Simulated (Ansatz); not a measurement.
```yaml
crystal:
  periodic: [false, false, false]
  atoms:
    - {symbol: N, position_ang: [-0.604649, 0.416547, -1.168501]}
    - {symbol: Si, position_ang: [0.279448, 0.083059, 0.229062]}
    - {symbol: O, position_ang: [0.807689, -1.448107, 0.051696]}
    - {symbol: O, position_ang: [-0.615910, 0.372354, 1.558981]}
    - {symbol: F, position_ang: [1.554981, 1.005744, 0.473313]}
    - {symbol: H, position_ang: [-1.149137, 1.257047, -1.257558]}
    - {symbol: H, position_ang: [-0.316204, 0.050409, -2.059806]}
    - {symbol: H, position_ang: [1.589225, -1.699823, 0.545035]}
    - {symbol: H, position_ang: [-1.456843, -0.083531, 1.610679]}
basis:
  gaussian: {orbitals: 6-31G}
hamiltonian: {xc: {name: r2SCAN0}, dispersion: d3bj}
```

```sh
$ ansatz run in.yaml --threads 4 --pin off --events-out ev --progress --plain --max-ram 10444MiB
```

Output, abridged:

```
Warning: the engine holds no damping parameters fitted to this dispersion correction and functional, so the run takes those fitted to r2scan0 beside the three-body term, which d3bj leaves out (hamiltonian.dispersion, under Limitations)
Functional definition: r2SCAN0
625 factors; integrals over basis functions are off by at most 2.6e-4 eV
mean field evaluation 1: about -16227.2946 eV, gradient 7.6e1 eV
mean field evaluation 2: about -16223.4592 eV, gradient 8.9e1 eV
mean field evaluation 4: about -16237.5314 eV, gradient 2.6e0 eV
mean field evaluation 8: about -16237.7177 eV, gradient 1.1e-1 eV
mean field evaluation 16: about -16237.7178 eV, gradient 6.3e-6 eV
mean field -16237.71777267 eV, -596.7251218253 hartree, gradient 6.4e-6 eV, S^2 0.000000; 0 other end points of the search recorded, 0 dependent functions left out
reference -16237.71778035 eV, -596.7251221076 hartree; 25, 25 occupied and 32, 32 virtual orbitals, 625 factors
Total energy: -16237.76708134 eV, -596.7269338856 hartree
```

Run time 0.65 s (4 threads of an Intel Xeon 6975P-C on a shared host); peak host memory 0.41 GiB.
